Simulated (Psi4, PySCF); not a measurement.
Here is a job for PySCF.
```python
from pyscf import gto, scf, dft

mol = gto.M(
    atom='''
C     1.22900215   -0.37604417   -0.00661468
C     0.08246987    0.60103209   -0.00155391
O    -1.18718715   -0.17976873   -0.07214047
H    -1.97465717    0.38511414    0.07508639
H     0.07674269    1.22024625    0.89741563
H     0.08228151    1.22946963   -0.89318817
H     2.16469576    0.17583635   -0.02936964
H     1.23247722   -0.99483360    0.88818561
H     1.19569027   -1.01022081   -0.88852026
H    -1.14856530   -0.91738972    0.57652583
''',
    basis='6-31g**',
    charge=1,
    verbose=4,
)

mf = dft.RKS(mol)
mf.xc = 'wb97x'
mf.grids.atom_grid = (99, 590)
mf.grids.prune = None
mf.kernel()
```

Give the equivalent Psi4 input.

This is not unique; one that fits is 
```
memory 2 GB

molecule mol {
1 1
C     1.229002   -0.376044   -0.006615
C     0.082470    0.601032   -0.001554
O    -1.187187   -0.179769   -0.072140
H    -1.974657    0.385114    0.075086
H     0.076743    1.220246    0.897416
H     0.082282    1.229470   -0.893188
H     2.164696    0.175836   -0.029370
H     1.232477   -0.994834    0.888186
H     1.195690   -1.010221   -0.888520
H    -1.148565   -0.917390    0.576526
}

set {
  basis 6-31g**
  reference rks
  scf_type pk
  puream true
  d_convergence 1e-8
  dft_radial_points 99
  dft_spherical_points 590
}

energy('wb97x')
print_variables()
```

Both were run: PySCF gave -155.313660 Eh and Psi4 -155.313660 Eh, 0.000 mEh apart.
